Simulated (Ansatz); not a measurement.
Stepwise reaction of `[SH][Al]([SH])[Cl]` with water, as a gas-phase model of exchange steps in deposition or etching. ΔE in kJ/mol; ΔG adds harmonic PBE0-D4 terms to CCSD(T)/CBS, at 1 bar.

Gas-phase electronic energies from Ansatz, PBE0-D4/def2-TZVP geometries. CCSD(T)/CBS adds triple-zeta CCSD(T) − MP2 to the extrapolated MP2 energy (def2 sets, frozen cores). This one scheme is used for every species. Functionals use def2-TZVPP. B3LYP here is the variant with VWN-RPA as its local correlation; programs differ in this. One conformer a species, not always the lowest.

```
step                                                 reaction  PBE-D4  B3LYP-D4  ωB97M-V  CCSD(T)/CBS  ΔG(500 K)
   1  `[SH][Al]([SH])[Cl]` + H₂O → `[OH][Al]([SH])[Cl]` + H₂S   -15.5     -26.7    -25.3        -20.8      -30.5
```

Question: Give the row of step 2, `[OH][Al]([SH])[Cl]` + H₂O → `[OH][Al]([OH])[Cl]` + H₂S. (Estimate.)

Answer: Computed: 
| step | reaction | PBE-D4 | B3LYP-D4 | ωB97M-V | CCSD(T)/CBS | ΔG(500 K) |
| --- | --- | --- | --- | --- | --- | --- |
| 2 | `[OH][Al]([SH])[Cl]` + H₂O → `[OH][Al]([OH])[Cl]` + H₂S | -13.4 | -23.9 | -22.0 | -18.4 | -22.8 |

Question: By hand: ΔE of the 2 steps together at CCSD(T)/CBS.

Answer: (-20.8) + (-18.4) = -39.2 kJ/mol, or -19.6 kJ/mol a step.

In ΔE the steps differ by no more than 2.4 kJ/mol. All are downhill at CCSD(T)/CBS. ΔG lies between -30.5 and -22.8 kJ/mol a step. PBE-D4 differs from CCSD(T)/CBS by 5.0 to 5.3 kJ/mol a step. Isolated molecules leave out the surface, adducts and barriers. Largest T1 diagnostic: 0.011.
